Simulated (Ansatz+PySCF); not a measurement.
## singlet SiF4: levels of theory in one basis

```
atom    x (Å)    y (Å)    z (Å)
  Si   0.0052  -0.0473   0.0154
   F   0.8949   0.8975   0.8743
   F   0.8808  -0.9181  -0.8802
   F  -0.8752   0.8868  -0.9125
   F  -0.8692  -0.9265   0.9304
```

Basis set: def2-SVP (spherical functions). Left uncorrelated: 9 orbitals. Charge 0, multiplicity 1.

Computed with Ansatz (development build ahead of 0.2.0); each method stands on the lowest determinant of its kind that the runs found.

| method | E − E(RHF) (eV) | <S²> of the determinant |
| --- | --- | --- |
| RHF | 0.00 | 0.00 |
| RHF-MP2 | -22.41 | – |
| RHF-CCSD(T) | -22.91 | – |

**Question.** What does RHF-CCSD give on the same scale?

**Answer.** -22.60 eV.

**Question.** Is a single determinant a sound starting point here?

**Answer.** By this sign, yes. Unrestricted orbitals gain 0.00 eV and <S²> is 0.00 against 0.00 for a pure state.
